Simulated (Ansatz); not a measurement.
# A relaxation, step by step

Si2H5O2F3, singlet, PBE0-D4/pcseg-2 (Ansatz 0.2.0). Settings:

```yaml
hamiltonian: {xc: pbe0, dispersion: d4}
relax: {f_tol: 0.03, max_steps: 60, escape_saddle: false}
```

Start, the saddle point found with PBE0-D4 in triple zeta (not stationary at another level):

```
atom    x (Å)    y (Å)    z (Å)
 Si1   0.0420   1.1642   0.5653
  O2   0.2087  -0.4708  -0.1456
 Si3  -0.8627  -1.7046  -0.5620
  F4  -1.5671   0.9631   0.5078
  F5   0.0439   2.5593  -0.2165
  F6   0.2007   1.2458   2.1377
  H7   1.2793  -0.1826  -0.2296
  O8   1.8010   0.9352   0.2547
  H9  -1.5977  -2.1160   0.6495
 H10   0.0007  -2.7967  -1.0656
 H11  -1.7673  -1.2148  -1.6216
 H12   2.2185   1.6180  -0.2741
```

```tsv
step	energy less the last (meV)	largest force component (eV/Å)
1	879.0	0.111
2	878.4	0.051
3	877.9	0.038
4	877.2	0.068
5	876.6	0.088
6	872.9	0.170
7	869.7	0.209
8	848.0	0.361
9	833.2	0.453
10	822.1	3.178
11	603.9	0.838
12	481.0	0.565
13	370.0	0.576
14	277.4	1.178
15	152.4	0.863
16	84.0	0.715
17	56.0	0.365
18	36.0	0.454
19	18.4	0.384
20	1.5	0.110
21	0.4	0.033
22	0.0	0.009
```

Step 3, positions (Å) and forces (eV/Å):

| atom | x | y | z | Fx | Fy | Fz |
| --- | --- | --- | --- | --- | --- | --- |
| Si1 | 0.041 | 1.167 | 0.566 | 0.014 | 0.021 | -0.007 |
| O2 | 0.204 | -0.466 | -0.152 | 0.013 | -0.005 | -0.005 |
| Si3 | -0.861 | -1.707 | -0.562 | 0.006 | 0.002 | 0.004 |
| F4 | -1.566 | 0.967 | 0.508 | -0.009 | -0.005 | -0.002 |
| F5 | 0.044 | 2.563 | -0.209 | -0.003 | 0.012 | -0.001 |
| F6 | 0.201 | 1.242 | 2.136 | 0.003 | -0.002 | 0.015 |
| H7 | 1.272 | -0.182 | -0.232 | -0.025 | -0.038 | -0.014 |
| O8 | 1.798 | 0.937 | 0.251 | -0.011 | 0.005 | 0.011 |
| H9 | -1.596 | -2.114 | 0.650 | -0.001 | 0.001 | 0.002 |
| H10 | 0.002 | -2.799 | -1.061 | 0.006 | -0.002 | 0.000 |
| H11 | -1.766 | -1.222 | -1.623 | -0.005 | -0.002 | -0.004 |
| H12 | 2.225 | 1.614 | -0.272 | 0.012 | 0.012 | 0.001 |

Last step (22):

Si1  (0.197, 1.688, 0.700)
O2  (0.407, -1.088, 0.042)
Si3  (-0.847, -1.995, -0.533)
F4  (-1.158, 1.305, 0.010)
F5  (0.121, 3.237, 0.998)
F6  (0.302, 0.973, 2.086)
H7  (1.176, -0.947, -0.509)
O8  (1.476, 1.434, -0.253)
H9  (-1.897, -1.939, 0.506)
H10  (-0.424, -3.404, -0.755)
H11  (-1.364, -1.459, -1.819)
H12  (2.011, 2.196, -0.472)
(Å)

Hardware: 4 CPU threads of an AMD EPYC 7R13 and a share of one NVIDIA H100, shared host. Wall time 48 s; peak host memory 0.97 GiB.
